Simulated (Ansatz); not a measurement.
Job for Ansatz (an electronic-structure program): U-wB97M-V/def2-TZVPP on CF2 (SMILES F[C]F), 2S+1 = 3, atoms moved off the minimum.

Ansatz 0.2 input:
```yaml
crystal:
  periodic: [false, false, false]
  atoms:
    - {symbol: F, position_ang: [-1.13492829, -0.24801815, 0.18110086]}
    - {symbol: C, position_ang: [-0.05061858, 0.50488572, 0.07783207]}
    - {symbol: F, position_ang: [1.26928289, -0.21057418, 0.02994932]}
basis:
  gaussian:
    orbitals: def2-TZVPP
hamiltonian:
  xc: {name: wB97M-V}
magnetization: {spin_polarized: true, initial_magnetization: 2}
output: {forces: true}
```

Q: Predict the final total energy.

A: -237.6390 hartree.
